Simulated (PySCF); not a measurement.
Compound: C6H11FN (doublet state).
Cartesian coordinates in Å at the GFN2-xTB level; atoms count from 1:
```
atom  x, y, z in Å
C1     2.769    0.897    0.169
C2     1.473    0.329   -0.278
C3     0.991   -0.879    0.155
C4    -0.194   -1.470   -0.228
F5    -0.487   -2.674    0.341
C6    -1.300   -0.929   -1.068
N7    -2.327   -0.237   -0.289
C8    -1.917    1.036    0.263
H9     2.622    1.881    0.618
H10    3.440    1.034   -0.682
H11    3.255    0.250    0.896
H12    0.909    0.915   -0.987
H13    1.595   -1.451    0.850
H14   -1.797   -1.756   -1.585
H15   -0.912   -0.228   -1.809
H16   -2.653   -0.850    0.453
H17   -1.047    0.978    0.932
H18   -1.675    1.708   -0.561
H19   -2.755    1.456    0.817
```

The hyperfine couplings belong to this conformer and change with its torsions.

As a line formula: `C(/C)=C\[C](CNC)F` [radical].

Level of theory: UKS B3LYP, pcH-1 on C F H N, non-relativistic, mean-field spin-orbit, GIAO in PySCF 2.14.0. Geometry: GFN2-xTB, one conformer, isolated molecule. The geometry wasn't refined by DFT: couplings that depend on bond lengths, twists or pyramidal angles can differ widely from those at the functional's own minimum. No stability test was run, so a lower SCF solution isn't excluded. ⟨S²⟩ is 0.775 where a pure state has 0.75.

Task: Match the computed a_iso(13C) values +66.0, +54.5, -47.9, -22.1, -20.0, -2.0 MHz with the sites C1; C2; C3; C4; C6; C8.

Result: 
| site | a_iso (MHz) | ρ(0) (bohr⁻³) | position | distance from C2 (Å) | spin population | largest \|T\| (MHz) |
| --- | --- | --- | --- | --- | --- | --- |
| C1 | -22.1 | -0.0197 | 1 bond from C2 | 1.48 | -0.05 | 1.6 |
| C2 | +54.5 | +0.0485 | largest spin population | 0.00 | +0.63 | 99.7 |
| C3 | -47.9 | -0.0426 | 1 bond from C2 | 1.37 | -0.25 | 27.6 |
| C4 | +66.0 | +0.0587 | a main spin site | 2.45 | +0.58 | 107.6 |
| C6 | -20.0 | -0.0178 | 1 bond from C4 | 3.15 | -0.04 | 1.1 |
| C8 | -2.0 | -0.0017 | 3 bonds from C4 | 3.51 | 0.00 | 0.9 |

ρ(0) is the spin density at the nucleus and T the dipolar tensor; entries for several nuclei are means. The Mulliken spin populations are largest on C2 (+0.63), C4 (+0.58) and C3 (-0.25). The positive populations add up to 1.37 and the negative ones to -0.37, together 2S = 1. The angles at C2 add up to 360.0°, so it is planar; its axial dipolar tensor and the negative coupling of its proton fit spin in a p orbital normal to that plane. Main spin sites, with 60 % or more of the largest population: C2, C4; positions count bonds from the nearest.

Class means assume fast exchange of nuclei equivalent by connectivity; if that motion is slow, each nucleus keeps its own coupling. The three 1H nuclei of mean +48.1 MHz run from 1.9 to 73.5 MHz in the frozen geometry. The three 1H nuclei of mean +2.9 MHz run from -0.2 to 5.1 MHz in the frozen geometry. The 1H value of +10.2 MHz is a mean of couplings from 6.8 to 13.7 MHz in this one geometry, not an average over conformers.

The SMILES `C/C=C/[C](F)CNC` draws the unpaired electron on C4, whose computed spin population is only +0.58.
